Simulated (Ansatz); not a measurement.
System: H2GeOBr, charge 0, doublet. H2GeOBr (SMILES [O][GeH2][Br], doublet).
B3LYP-D3(BJ)/def2-TZVP minimum from Ansatz (an electronic-structure program):
```
Ge
O 1 1.7912
H 1 1.5333 2 106.22
H 1 1.5333 3 116.19 2 -117.86
Br 1 2.3200 3 108.44 4 -122.38
```
Charge 0, spin multiplicity 2.

Quantity: atomisation energy (electronic, to ground-state atoms), in kJ/mol. UHF or UKS for unpaired electrons; spin-orbit terms are left out. Cores are frozen in correlated methods (noble-gas shells, and filled d and f shells in the p block). No relativity. CBS(X,Y): correlation extrapolated as X^-3, Hartree-Fock from the larger set. A bracket is a step between two methods taken in the basis named. Double hybrids freeze cores in their MP2 part. For partners of very few electrons the exact lower level stands in for a higher one. Spin-orbit terms, left out, reach several kcal/mol for Br and I, and more for heavier atoms.

CCSD(T)/CBS(cc-pVTZ,cc-pVQZ) + [CCSDT(Q) - CCSD(T)]/cc-pVDZ (Ansatz) gives 1247.0 kJ/mol.

### Question
How far off this value is PBE/def2-TZVPD (Ansatz), in which direction, and how far these levels: r2SCAN/def2-TZVPD, wB97M-V/def2-TZVPD, B2PLYP/def2-TZVPD, CCSD(T)/CBS(cc-pVTZ,cc-pVQZ)?

### Answer
PBE gives 1255.2 kJ/mol, 8.2 kJ/mol above it. Differences of the others: r2SCAN/def2-TZVPD (Ansatz) 18.4; wB97M-V/def2-TZVPD (Ansatz) -18.5; B2PLYP/def2-TZVPD (Ansatz) -36.3; CCSD(T)/CBS(cc-pVTZ,cc-pVQZ) (Ansatz) -3.0 kJ/mol.
